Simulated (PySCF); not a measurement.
All of these have the formula [C6H10P]+. Computed, not measured: TDDFT CAM-B3LYP/def2-SVPD, vertical, gas phase, core orbitals frozen in the response in PySCF. Geometries: GFN2-xTB; one conformer of each isolated species. Triplets are in the Tamm–Dancoff approximation. 'Strongest' means the level of largest summed f among the lowest 8 singlets; it needn't be the same kind of state in each. Ions are computed without counter-ions or solvent.

Problem. Rank by computed HOMO energy, highest first.
A. `C1=C[PH+](C)C=CC1`
B. `CC1=C(C)[PH2+]C=C1`
C. `CC#C[PH2+]C1CC1`
D. `C#C[P@@H+](C)CC=C`

Solution. B (-12.81 eV), D (-13.25 eV), A (-13.73 eV), C (-13.95 eV).

| SMILES | HOMO (eV) | f (strongest) | S1 (eV) | LUMO (eV) | f (S1) | first f ≥ 0.01 (nm) | S1 mainly |
| --- | --- | --- | --- | --- | --- | --- | --- |
| CC1=C(C)[PH2+]C=C1 | -12.81 | 0.44 | 3.92 | -5.66 | 0.044 | 316 | H→L (98%) |
| C#C[P@@H+](C)CC=C | -13.25 | 0.18 | 5.96 | -4.10 | 0.000 | 200 | H-1→L (41%) |
| C[PH+]1C=CCC=C1 | -13.73 | 0.69 | 6.29 | -4.15 | 0.002 | 183 | H→L (97%) |
| CC#C[PH2+]C1CC1 | -13.95 | 0.41 | 5.68 | -4.06 | 0.000 | 160 | H-1→L (52%) |

H and L stand for HOMO and LUMO.

- `CC1=C(C)[PH2+]C=C1`: Löwdin shares by element: HOMO carbon 74% or more (atoms not listed hold the other 26%); LUMO carbon 53% or more, phosphorus 14% (atoms not listed hold the other 34%).
- `C#C[P@@H+](C)CC=C`: Löwdin shares by element: HOMO carbon 80% or more (atoms not listed hold the other 20%); LUMO carbon 50% or more, phosphorus 21%, hydrogen 6% or more (atoms not listed hold the other 22%).
- `C[PH+]1C=CCC=C1`: Löwdin shares by element: HOMO carbon 62% or more (atoms not listed hold the other 38%); LUMO carbon 68% or more (atoms not listed hold the other 32%).
- `CC#C[PH2+]C1CC1`: Löwdin shares by element: HOMO carbon 80% or more (atoms not listed hold the other 20%); LUMO carbon 38% or more, phosphorus 28%, hydrogen 8% or more (atoms not listed hold the other 26%).
